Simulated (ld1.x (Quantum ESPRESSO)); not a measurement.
What one change does to a pseudopotential (Mn (Z = 25), TM)

```
Element                 : Mn
Generator               : ld1.x (Quantum ESPRESSO) 7.5
Type                    : norm-conserving Troullier–Martins (Kleinman–Bylander form)
Functional              : PBEsol
Relativity              : scalar-relativistic
Frozen core             : [Ne]
Valence charge          : 15
Reference configuration : 3s2 3p6 3d5 4s0 4p0 (charge +2)
Partial waves           : 3s (bound): rc 1.30 bohr; 3d (bound): rc 1.20 bohr; 3p (bound): rc 0.90 bohr
Local potential         : the p channel
Core correction         : none
```

All-electron outer shells of the reference configuration (PBEsol, scalar-relativistic, ld1.x):

```csv
shell,level (eV),outermost node (bohr),outermost maximum (bohr)
2p,-647.32,–,0.19
3s,-103.42,0.34,0.74
3p,-72.27,0.31,0.75
3d,-24.28,–,0.76
4s,-19.23,1.05,2.24
4p,-13.67,1.14,2.67
```

Change: reference 3s2 3p6 3d5 4s2 4p0.

Cutoffs: the cutoffs (Ry, on a coarse ladder) from which the occupation-weighted sum of valence levels, in a spherical-Bessel basis at the reference potential, stays within 10 and 1 mRy of its value at 400 Ry; they do not see the model core or the augmentation charge, which bear on the density cutoff. Errors are all-electron minus pseudo energies relative to the spin-unpolarised reference configuration.

Task: What does the change do?

Result: The potential gets neither clearly harder nor softer (140 Ry and 230 Ry → 140 Ry and 230 Ry); the miss of the reference levels goes from 0.00 to 0.26 eV; the range in which the s phases agree widens (upper end -0.4 → 0.9); neither file shows a bound ghost.

| quantity | base | changed |
| --- | --- | --- |
| cutoff, loose | 140 Ry | 140 Ry |
| cutoff, tight | 230 Ry | 230 Ry |
| bound ghosts | none | none |
| largest miss of a reference level, eV | 0.00 | 0.26 |
| largest error over its own tests, meV | +964 | -1369 |
| s: phases at 1.40 bohr within 0.05 rad from the reference energy up to (Ry; the scan ends near 5) | -0.4 | 0.9 |
| p: phases at 1.40 bohr within 0.05 rad from the reference energy up to (Ry; the scan ends near 5) | 4.6 | to the end of the scan |
| d: phases at 1.40 bohr within 0.05 rad from the reference energy up to (Ry; the scan ends near 5) | to the end of the scan | to the end of the scan |

Changed file: The 4s level has no wave, so the channel is fitted at the deeper level alone: the likely source of the large errors.
